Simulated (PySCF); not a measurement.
Hf(OH)3 (H3HfO3), SMILES [OH][Hf]([OH])[OH] (connectivity only; charge and spin as stated), neutral, multiplicity 2.

Coordinates come from a PBE0-D3(BJ)/def2-SVP optimisation. The spin state was assumed, not searched. The isomer is the one that the SMILES or the coordinates give; other isomers of the formula were not compared. The def2 effective core potentials stand for the cores of Hf; spin–orbit coupling is left out. One conformer was computed; it need not be the lowest.

These are TDA-M06-2X/def2-SVPD (PySCF) values and carry that method's errors.

Vertical excitations; the highest root listed may be one member of a degenerate set. Isolated molecule, no solvent.

Problem. Give excitation energies, oscillator strengths and character. (Estimate from the structure and the level; the computed values follow.)

Solution. 
```json
[
 {"state": "root 1", "energy (eV)": "2.43", "λ (nm)": "510", "f": "0.000", "main pairs": "α HOMO→LUMO+4 98 %"},
 {"state": "root 2", "energy (eV)": "2.44", "λ (nm)": "509", "f": "0.000", "main pairs": "α HOMO→LUMO+5 98 %"},
 {"state": "root 3", "energy (eV)": "4.09", "λ (nm)": "303", "f": "0.019", "main pairs": "α HOMO→LUMO+6, α HOMO→LUMO+9 (degenerate set)"},
 {"state": "root 4", "energy (eV)": "4.09", "λ (nm)": "303", "f": "0.019", "main pairs": "α HOMO→LUMO+7, α HOMO→LUMO+10 (degenerate set)"},
 {"state": "root 5", "energy (eV)": "4.14", "λ (nm)": "299", "f": "0.000", "main pairs": "β HOMO→LUMO 99 %"},
 {"state": "root 6", "energy (eV)": "4.16", "λ (nm)": "298", "f": "0.000", "main pairs": "α HOMO→LUMO 94 %"},
 {"state": "root 7", "energy (eV)": "4.26", "λ (nm)": "291", "f": "0.364", "main pairs": "α HOMO→LUMO+3 99 %"},
 {"state": "root 8", "energy (eV)": "4.52", "λ (nm)": "274", "f": "0.041", "main pairs": "α HOMO→LUMO+2 (degenerate set)"},
 {"state": "root 9", "energy (eV)": "4.52", "λ (nm)": "274", "f": "0.041", "main pairs": "α HOMO→LUMO+1 (degenerate set)"},
 {"state": "root 10", "energy (eV)": "4.74", "λ (nm)": "262", "f": "0.004", "main pairs": "β HOMO−2→LUMO 97 %"}
]
```
Unrestricted roots are not spin-pure.
